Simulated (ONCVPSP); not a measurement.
# Pb (Z = 82), ONCV: configuration errors across variants

* Element: Pb (Z = 82)
* Generator: ONCVPSP 4.0.1
* Type: optimised norm-conserving Vanderbilt (ONCV)
* Functional: PBE
* Relativity: scalar-relativistic
* Frozen core: [Kr] 4d10 4f14
* Valence charge: 22
* Reference configuration: 5s2 5p6 5d10 6s2 (charge +2)
* Partial waves: 5s+6s: rc 1.30 bohr, ncon 3, nbas 6, qcut 7.6 1/bohr, 2 projectors; 5p: rc 1.70 bohr, ncon 4, nbas 8, qcut 6.9 1/bohr, 2 projectors, debl 2.1 Ha; 5d: rc 1.55 bohr, ncon 3, nbas 8, qcut 8.6 1/bohr, 2 projectors, debl 3.5 Ha; f scattering state at 0.23 Ha: rc 1.70 bohr, ncon 3, nbas 8, qcut 6.9 1/bohr, 3 projectors, debl 1.7 Ha
* Local potential: polynomial inside 1.00 bohr (lpopt 5, dvloc0 1 Ha)
* Core correction: Teter function, fcfact 5, rcfact 1.3

In the p channel the program set the typed energies aside and used -3.771, 0.050 Ha.

All-electron excitation energies from the reference (eV): (1) 5s2 5p6 5d10 6s2 6p2 -20.021; (2) 5s2 5p6 5d10 6s2 6p1 -13.445; (3) 5s2 5p6 5d10 6s1 32.410; (4) 5s2 5p6 5d10 6s2 6p1.5 -17.529.

3 further variants failed, have other tests or another functional or relativity, and are left out.

A true bound ghost makes a file unfit for plane-wave use even where its test errors are small: the radial tests pick states by their node count and pass the ghost by.

Errors AE − PS in meV (a dash: test not solved or not reliable):

| change | (1) | (2) | (3) | (4) | bound ghosts | GHOST(+) flags above zero |
| --- | --- | --- | --- | --- | --- | --- |
| base | +8.8 | +5.5 | -15 | +7.6 | f | s |
| d: rc 1.14 | +10 | +7.0 | -15 | +9.1 | f | s |
| p: rc 1.98 | +9.2 | +5.7 | -15 | – | f | s |
| local potential polynomial inside 1.00 bohr (lpopt 5, dvloc0 0 Ha) | +8.8 | +5.5 | -15 | +7.6 | f | s |
| core correction Teter function, fcfact 4.4, rcfact 1.3 | +8.8 | +5.5 | -15 | +7.6 | f | s |
| f: debl 0.8 | +8.8 | +5.5 | -15 | +7.6 | f | s, f |
| core correction Teter function, parameters optimised by the program | +8.8 | +5.5 | -15 | +7.6 | f | s |
| s: qcut 11.3; p: qcut 10.2; d: qcut 12.8; f: qcut 10.2 | +8.4 | +5.5 | -12 | +7.3 | none | s |

(1) Give the same row for: all radii but the core radius scaled by about 1.31 (s 1.70, p 2.22, d 2.02, f 2.22 bohr); local potential polynomial inside 1.30 bohr (lpopt 5, dvloc0 1 Ha).

Results:

(1) +12, +7.8, -20, +10; bound ghosts: none; GHOST(+) flags above zero: none.
